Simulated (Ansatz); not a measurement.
Consider the ligand exchange at the In–Se bond: `[CH3][In]([CH3])[SeH]` + `O[SiH3]` → `[CH3][In]([CH3])[O][SiH3]` + H₂Se.

Isolated molecules relaxed with PBE0-D4/def2-TZVP in Ansatz; ΔE leaves out vibrations. CBS: MP2 limit from def2 TZ/QZ plus the TZ coupled-cluster correction, frozen cores. Functionals use def2-TZVPP. B3LYP here is the variant with VWN-RPA as its local correlation; programs differ in this. HSE06 is defined as in plane-wave codes. def2 core potentials past Kr. For In, Se outer-core shells are correlated without core-valence functions, which leaves a few kJ/mol of doubt a bond. Scalar relativity is left out up to krypton. One conformer a species, not always the lowest.

| level | ΔE (kJ/mol) | difference from CCSD(T)/CBS |
| --- | --- | --- |
| PBE-D4 | 57.0 | 4.5 |
| revPBE-D4 | 54.4 | 1.9 |
| B97M-V | 43.6 | -8.9 |
| r2SCAN0-D4 | 60.2 | 7.7 |
| BHLYP-D4 | 56.3 | 3.8 |
| CAM-B3LYP-D4 | 48.3 | -4.2 |
| PBE | 58.7 | 6.2 |
| BLYP | 50.6 | -1.9 |
| PBE0 | 63.5 | 11.0 |
| B3LYP | 54.7 | 2.2 |
| HSE06 | 64.0 | 11.5 |
| MP2/def2-SVP | 45.5 | -7.0 |
| SCS-MP2/def2-TZVPP | 50.5 | -2.0 |
| HF/def2-QZVPP | 57.8 | 5.3 |
| MP2/def2-QZVPP | 55.6 | 3.1 |
| CCSD/CBS(def2) | 53.5 | 1.0 |
| CCSD(T)/CBS | 52.5 | 0 |

Largest T1 diagnostic among the species: 0.013.

Leaving LDA and LC-ωPBE aside and taking each functional with its dispersion term where it has one, the values, not all of them listed here, spread over 19.0 kJ/mol, from B97M-V to HSE06-D4. From r2SCAN to r2SCAN0 (25 % exact exchange), in def2-TZVPP and without D4, ΔE moves by +6.0 kJ/mol. In def2-TZVPP, CCSD(T) changes the Hartree–Fock value by −9.1 kJ/mol (the triples alone add −1.0 kJ/mol) and MP2 by −4.5 kJ/mol.

CCSD(T)/CBS has its own doubt, a few kJ/mol and more with outer-core shells, so smaller differences from it don't rank the levels.
